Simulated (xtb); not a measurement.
SiOBr₂, SMILES O=[Si](Br)Br. All values are semi-empirical tight-binding results from xtb (GFN2-xTB unless named), good for trends rather than for accurate numbers. The structure is a stationary point at GFN2-xTB.

Optimised geometry:

Bonds (Å): Si1–O2 1.499, Si1–Br3 2.180, Si1–Br4 2.180. Angles (°): O2–Si1–Br3 125.8, O2–Si1–Br4 125.8, Br3–Si1–Br4 108.4.
Charge 0, spin multiplicity 1.

Computed properties:
point group as xtb finds it: C2v
orbital gap: 4.80 eV
zero-point energy: 4.0 kcal/mol
G − E(el) at 298.15 K (modified RRHO): -15.5 kcal/mol
static polarisability (D4 model): 79.0 bohr³
solvation energy, GFN2-xTB/ALPB(water): 2.1 kcal/mol
solvation energy, GFN2-xTB/ALPB(dmf): -5.4 kcal/mol

Computed atomic charges and the Wiberg bond orders between heavy atoms:
charges (e) Si1 0.55, O2 -0.34, Br3 -0.10, Br4 -0.10. Bond orders Si1–O2 2.16, Si1–Br3 1.16, Si1–Br4 1.16.
